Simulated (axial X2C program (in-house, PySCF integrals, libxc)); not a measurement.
**Potential curves of Sb₂⁺, two-component**

All values were computed with an in-house relativistic program for diatomic molecules. Two-component (2c) means X2C with spin–orbit coupling and atomic mean-field two-electron Coulomb and Gaunt terms. Basis: Sb dyall-cv3z [11s12p8d4f1g] (cores contracted in-house); Gaussian nuclei, density fitting, unrestricted open shells. Masses: Sb 120.904 u.

State: Ω = 3/2 (⟨Sz⟩ = 0.51, ⟨Lz⟩ = 0.99 at BLYP). Energies in kJ/mol from the lowest point of each curve. Fits are polynomials in 1 − R0/R over 0.85 to 1.23 times the lowest point R0.

| R (Å) | BLYP |
| --- | --- |
| 2.2481 | 148.05 |
| 2.3514 | 70.19 |
| 2.4290 | 34.14 |
| 2.5065 | 12.53 |
| 2.5840 | 1.93 |
| 2.6744 | 0.00 |
| 2.7649 | 6.20 |
| 2.8812 | 22.20 |
| 3.0233 | 48.93 |
| 3.2300 | 93.29 |

The state is a single determinant with fixed occupations, the lowest that a limited PBE0 search found. Density functionals use the spin component along the axis (collinear). Without a current term, density functionals place determinants with orbital angular momentum somewhat too high.

(1) What are Re and ωe at the BLYP level?

Answers

(1) At BLYP, 2c: Re = 2.647 Å, ωe ≈ 226 cm⁻¹; Be follows as 0.0398 cm⁻¹.
